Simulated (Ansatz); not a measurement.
Ansatz (a program for electronic structure) input (CCSD(T,full)/cc-pwCVTZ):
A basis named .json is the Basis Set Exchange file of that set.

Ansatz 0.2 input:
```yaml
crystal:
  periodic: [false, false, false]
  atoms:
    - {symbol: C, position_ang: [0.16178819, -1.87525880, -0.05852127]}
    - {symbol: C, position_ang: [-0.21534942, -0.41806819, 0.06031113]}
    - {symbol: O, position_ang: [0.91652720, 0.35908963, 0.49211768]}
    - {symbol: C, position_ang: [1.09603052, 0.45913576, 1.82892132]}
    - {symbol: O, position_ang: [-0.61171915, 0.04502995, -1.18134996]}
    - {symbol: C, position_ang: [-1.13382350, 1.36658107, -1.17340311]}
    - {symbol: H, position_ang: [0.52676811, -2.24298699, 0.90010943]}
    - {symbol: H, position_ang: [-0.70484544, -2.46202726, -0.36265254]}
    - {symbol: H, position_ang: [0.94745962, -1.98451222, -0.80579130]}
    - {symbol: H, position_ang: [-1.01406457, -0.26238026, 0.80353237]}
    - {symbol: H, position_ang: [0.23162271, 0.35739404, 2.47616562]}
    - {symbol: H, position_ang: [1.94847681, 1.05541843, 2.11439816]}
    - {symbol: H, position_ang: [-1.97892539, 1.44697164, -0.47949958]}
    - {symbol: H, position_ang: [-1.47847164, 1.57248715, -2.18434533]}
    - {symbol: H, position_ang: [-0.36835912, 2.09233991, -0.89190716]}
basis:
  gaussian:
    orbitals: cc-pwCVTZ.json
magnetization: {spin_polarized: true, initial_magnetization: 1}
correlation: {method: ccsd_t, frozen_orbitals: {C: 0, H: 0, O: 0}}
```

End of the output:

```
integrals: 9.24 GiB planned
2232 factors; integrals over basis functions are off by at most 1.0e-3 eV
2.54 GiB of device memory are held for the factors and their scratch space
mean field: 2.64 GiB planned
mean field evaluation 1: about -8336.0182 eV, gradient 2.7e1 eV
mean field evaluation 2: about -8336.0233 eV, gradient 2.7e1 eV
mean field evaluation 4: about -8339.7612 eV, gradient 4.1e0 eV
mean field evaluation 8: about -8339.8624 eV, gradient 2.4e-1 eV
mean field evaluation 16: about -8339.8446 eV, gradient 1.0e0 eV
mean field -8339.86378575 eV, -306.4843411638 hartree, gradient 5.8e-6 eV, S^2 0.761947; 0 other end points of the search recorded, 0 dependent functions left out
reference -8339.86378575 eV, -306.4843411638 hartree; 25, 24 occupied and 359, 360 virtual orbitals, 2232 factors
second order -39.33905021 eV of doubles, -0.00000000 eV of singles
coupled cluster: 45.21 GiB planned
cycle   1  -39.87748247 eV  change   -5.4e-1 eV  update   1.2e-1
cycle   2  -40.70558840 eV  change   -8.3e-1 eV  update   3.5e-2
cycle   3  -40.88836106 eV  change   -1.8e-1 eV  update   2.0e-2
cycle   4  -40.87489029 eV  change    1.3e-2 eV  update   7.3e-3
cycle   5  -40.87416647 eV  change    7.2e-4 eV  update   4.2e-3
cycle   6  -40.87681513 eV  change   -2.6e-3 eV  update   1.6e-3
cycle   7  -40.87626587 eV  change    5.5e-4 eV  update   5.6e-4
cycle   8  -40.87619321 eV  change    7.3e-5 eV  update   2.3e-4
cycle   9  -40.87625326 eV  change   -6.0e-5 eV  update   9.2e-5
cycle  10  -40.87621299 eV  change    4.0e-5 eV  update   3.5e-5
perturbative correction -1.37090659 eV, -0.0503798880 hartree
Total energy: -8382.11090534 eV, -308.0368941723 hartree
```

It need not be the lowest isomer of its formula.
